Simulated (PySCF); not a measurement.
Delta-SCF ions had no search for a lower state. Excitations are Tamm–Dancoff values on a coarser integration grid. The basis has no diffuse functions, so Rydberg states are missing or too high.

**F$_{3}$In, SMILES `[F][In]([F])[F]` (charge 0, multiplicity 1)**

Computed with CAM-B3LYP-D3(BJ)/def2-TZVP // CAM-B3LYP-D3(BJ)/def2-SVP (PySCF).

The HOMO is -12.73 eV. The dipole moment is 0.00 D and the HOMO–LUMO gap comes out as 10.14 eV. The LUMO is -2.59 eV and the S1 excitation (TDA) is 6.30 eV. The S1 oscillator strength comes out as 0.000. The brightest of the four lowest singlets (TDA) comes out as 6.31 eV. The T1 excitation (TDA) is 5.56 eV and the S1–T1 gap (TDA) comes out as 0.74 eV. The vertical ionisation energy (Delta-SCF) is 14.02 eV. The total energy comes out as -489.7956 Ha. The cost is about 60 core-seconds (a rough figure).

```xyz
4

F     -1.3729    -1.3543    -0.0113
In    -0.0002    -0.0002     0.0000
F     -0.4859     1.8658     0.0140
F      1.8590    -0.5113    -0.0027
```
Charge 0, spin multiplicity 1.
